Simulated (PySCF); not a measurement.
2-methylprop-2-en-1-amine (C₄H₉N), SMILES C=C(C)CN.

Geometry optimised at B3LYP-D3(BJ)/def2-SVP. The values are those of a single conformer.

Vertical ionisation energy (IE) and electron affinity (EA) in eV. Rows of orbital energies are one-electron estimates. Where ΔSCF, EOM or ADC give a negative EA the extra electron is unbound and the value depends on the basis.

```csv
level,IE,EA
"−ε(HOMO), −ε(LUMO), HF/def2-TZVP (PySCF)",9.51,-3.53
"−ε(HOMO), −ε(LUMO), PBE/def2-TZVP (PySCF)",5.49,0.67
```
